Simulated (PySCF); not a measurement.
## An isoelectronic set: 41 electrons

PBE in PySCF with def2-SVPD on every atom (core potentials on Rb, Sr), for the lowest determinant that a PBE0 search found; no spin–orbit coupling. All have 41 electrons, 3 of them in the valence shells, and the same state, a doublet (σ ↑). For ions De leads to the atom and ion picked by measured ionisation energies and electron affinities.

| species | difference of nuclear charges | Re (Å) | ωe (cm⁻¹) | k (mdyn/Å) | De (eV) | dissociates to |
| --- | --- | --- | --- | --- | --- | --- |
| RbLi⁻ | 34 | 3.956 | 119 | 0.0545 | 0.75 | Rb + Li⁻ |
| NaZn | 19 | 3.053 | 120 | 0.144 | 0.29 | Na + Zn |
| SrLi | 35 | 3.623 | 174 | 0.117 | 0.37 | Sr + Li |
| RbB⁺ | 32 | 3.585 | 121 | 0.0838 | 0.32 | Rb⁺ + B |

Question: Which member of the whole set has the stiffest bond, and how does it compare with the softest?

Answer: NaZn with k = 0.144 mdyn/Å, 2.6 times that of RbLi⁻.

Weak bonds: NaZn, RbB⁺, SrLi. Basis-set superposition, not corrected here, can be much of De in a small basis, most of all at correlated wavefunction levels. Functionals without a dispersion term scatter widely for such bonds, and LDA overbinds them. Spin–orbit coupling is left out. For an ion De counts to the pair picked by the measured ionisation energies or electron affinities, which need not be the lowest pair at this level. The highest Kohn–Sham level is positive in this anion. Much of that is self-interaction error, but it also means that the finite basis helps to hold the extra electron. States were picked by a PBE0 search and need not be the measured ground states.
